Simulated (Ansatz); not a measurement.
Coupled-cluster diagnostics for the cluster Mg₂S₂, Ansatz.

Geometry of the singlet (r2SCAN-D4/def2-TZVP):

```xyz
4

Mg   -1.5439   -0.4115    0.2117
Mg    1.0125   -1.2467   -0.1331
S     0.4120    0.8332    1.0350
S     0.1194    0.8250   -1.1136
```

Correlated methods freeze 12 core orbitals; core or outer-core shells of Mg are correlated, in sets that lack core-valence functions. Another isomer (singlet) lies 2.22 eV lower at PBE0-D4/def2-TZVP; other spin states weren't run for this one.

Question: Estimate the CCSD(T) correlation energy, the shares of MP2 and (T), T1 and the reference's ⟨S²⟩ for: charge 0, singlet, own geometry in def2-TZVPP; and the rough time on 4 threads of Arm Neoverse V2 on a shared host.

Answer: 
```csv
state,basis,correlation (eV),MP2 share (%),(T) share (%),T1,⟨S²⟩ (pure),wall time,remarks
"charge 0, singlet, own geometry",def2-TZVPP,-22.181,91.3,4.0,0.017,0.00 (0.00),22 s,restricted SCF unstable
```
Customary marks for T1 are 0.02 (closed shells), 0.045 (open shells) and about 0.05 (3d metals). T1 stays under 0.02 throughout.
